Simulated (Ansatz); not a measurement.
Two isomers of C4H8BN: A = `BCC1CC=N1`, B = `C=C=NB(C)C`.

Calculated with Ansatz (gas phase, PBE0-D4/def2-TZVP geometries, no zero-point term in ΔE). CBS: MP2 limit from def2 TZ/QZ plus the TZ coupled-cluster correction, frozen cores. Functionals use def2-TZVPP. B3LYP here is the variant with VWN-RPA as its local correlation; programs differ in this. Each species was taken in one conformer, which may not be the lowest.

Task: Which isomer does CCSD(T)/CBS put lower? Give the gap. (An estimate is asked.)

Result: Ansatz gave: B, by 221.1 kJ/mol.

Task: Give E(B) − E(A) in kJ/mol with B2PLYP, B3LYP, PBE0-D4, ωB97M-V, r2SCAN-D4, CCSD(T)/def2-TZVPP, HF/def2-TZVPP. (Estimate.)

Result: Ansatz gave: B2PLYP -249.4, B3LYP -264.4, PBE0-D4 -235.7, ωB97M-V -228.4, r2SCAN-D4 -259.3, CCSD(T)/def2-TZVPP -219.2, HF/def2-TZVPP -230.8. None reverses the order clearly.

Largest T1 diagnostic: 0.014.

The D4 term adds +5.4 kJ/mol with B3LYP and +2.6 kJ/mol with PBE0; it sums over pairs of atoms, weighted by their polarisabilities, and B3LYP, whose exchange is more repulsive, gets the larger term. In def2-TZVPP, CCSD(T) changes the Hartree–Fock value by +11.7 kJ/mol (the triples alone add −1.6 kJ/mol) and MP2 by +6.8 kJ/mol.
